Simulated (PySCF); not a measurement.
H₃B, SMILES B, B3LYP/def2-SVP optimised geometry.

```
4

B     -0.30     0.00     0.00
H      0.90     0.00     0.00
H     -0.90     1.04     0.00
H     -0.90    -1.04     0.00
```

Density from B3LYP/def2-TZVP run with PySCF 2.14.0 at that geometry.

Minimum of the electron density along straight lines between bonded atoms, close to the bond critical point (lines longer than 1.1 times the sum of covalent radii, or with two minima, are not listed):

| bond | length / Å | ρ at the minimum / e bohr⁻³ | ∇²ρ there / e bohr⁻⁵ | position (fraction from the first atom) |
|---|---|---|---|---|
| B1–H2 | 1.204 | 0.185 | -0.44 | 0.44 |
| B1–H3 | 1.204 | 0.185 | -0.44 | 0.44 |
| B1–H4 | 1.204 | 0.185 | -0.44 | 0.44 |
